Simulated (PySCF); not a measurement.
# Dipole moment and polarisability of `C#CC(C)=C=CC`

Species: C7H8.
SMILES with atom numbers: `[CH:1]#[C:2][C:3]([CH3:4])=[C:5]=[CH:6][CH3:7]` (hydrogens: H8 on C1; H9, H10, H11 on C4; H12 on C6; H13, H14, H15 on C7)

Geometry (GFN2-xTB, Å), atoms numbered from 1 in this order:
```xyz
15
C7H8 angstrom
C     -2.838   -0.576   -1.309
C     -1.933   -0.352   -0.552
C     -0.889   -0.073    0.367
C     -1.296    0.580    1.663
C      0.349   -0.386    0.081
C      1.580   -0.675   -0.201
C      2.533    0.252   -0.896
H     -3.621   -0.777   -1.977
H     -1.776    1.538    1.463
H     -0.426    0.742    2.295
H     -2.010   -0.053    2.190
H      1.984   -1.645    0.068
H      2.898   -0.210   -1.813
H      2.050    1.193   -1.144
H      3.392    0.451   -0.255
```

Level: wB97X-D/def2-SVPD (PySCF), static field, nuclei fixed, core orbitals frozen in the response. The polarisability tensor in these axes (au):

```
x   130.74  -2.48   1.18
y    -2.48  62.45   5.70
z     1.18   5.70  75.60
```

**Question.** What are the eigenvalues, a third of the trace, and Δα (Δα² = ½Σ(αi − αj)² over the three pairs)?

**Answer.** Principal values 60.22, 77.72 and 130.85 au; mean 89.60 au = 13.28 Å³ = 14.77 × 10⁻⁴⁰ C²·m²/J; Δα = 63.71 au (71 % of the mean).

**Question.** What is the dipole moment, and where does it point?

**Answer.** (0.94, 0.24, 0.28) D, 1.01 D in size, pointing from the negative to the positive side. Measured along this direction, the outermost atoms are H8 at the negative end and H15 at the positive end.

**Question.** Sum over states: ᾱ = Σ f/ω², ω in Eh. What share falls to these 8 lowest TDDFT singlets (eV, f)? 5.50, 0.0003; 5.64, 0.0001; 5.82, 0.3540; 6.03, 0.0000; 6.70, 0.0018; 6.84, 0.0024; 7.42, 0.0754; 7.43, 0.2908.

**Answer.** They add up to 12.73 au, 14.2 % of the 89.60 au; the largest single term is 7.74 au, from the state at 5.82 eV. Terms in order: 0.01, 0.00, 7.74, 0.00, 0.03, 0.04, 1.01, 3.90 au. Higher excitations give the rest. The strengths listed sum to 0.725.

**Question.** Find the Langevin capture rate constant for NO+ (29.998 u) meeting this molecule (92.063 u), k = 2.342 × 10⁻⁹ cm³/s × √(α in Å³ / reduced mass in u).

**Answer.** The reduced mass is 22.63 u, so k = 1.79 × 10⁻⁹ cm³/s. The formula leaves out the permanent dipole, which adds to the capture rate.

**Question.** What are the principal values of the traceless quadrupole moment, Θ = ½Σq(3rr − r²1), about the centre of nuclear charge?

**Answer.** -4.53, -0.45, 4.99 D·Å. The values depend on the origin, since the dipole doesn't vanish. The electronic extent ⟨r²⟩ about the same centre is 1004 bohr², a root-mean-square distance of 2.37 Å for the 50 electrons.

**Question.** What depolarisation ratio follows for Rayleigh scattering of linearly polarised light, taking the static tensor?

**Answer.** ρ = 3Δα²/(45ᾱ² + 4Δα²) = 12176.5/(361241 + 16235.3) = 0.0323.

Geometry: GFN2-xTB; no solvent, vibrations or thermal averaging.

These values come from a run that also computed excited states. The run took 65 s of wall time on an Arm Neoverse N1 with one thread, shared host.

wB97X-D is run here without its empirical dispersion term; that term would change no orbital, density or response property at a fixed geometry.
